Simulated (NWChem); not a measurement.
System: C3H5F; SMILES FC1CC1

Input file for NWChem:

```
start job
memory heap 200 mb stack 900 mb global 1100 mb
geometry units angstroms noautosym nocenter noautoz
  F     -0.198832    -1.461572     0.000000
  C      0.468914    -0.262900     0.000000
  C     -0.132853     0.878521    -0.761632
  C     -0.132853     0.878521     0.761632
  H      1.564033    -0.406869     0.000000
  H      0.533569     1.566299    -1.305338
  H     -1.094872     0.676504    -1.257561
  H     -1.094872     0.676504     1.257561
  H      0.533569     1.566299     1.305338
end
basis spherical
  * library def2-svpd
end
dft
  xc b3lyp
  iterations 150
end
property
  response 1 0.0773
end
task dft property
```

All runs use the structure optimised with PBE-D3(BJ)/def2-SVP.

Field at 589 nm.

Question: Give the results of this calculation. (B3LYP/def2-SVPD.) Quantities: isotropic polarisability (bohr³); anisotropy (bohr³).

Answer: 
```
Item                              Value
--------------------------------  -----
isotropic polarisability (bohr³)   37.7
anisotropy (bohr³)                  3.4
```
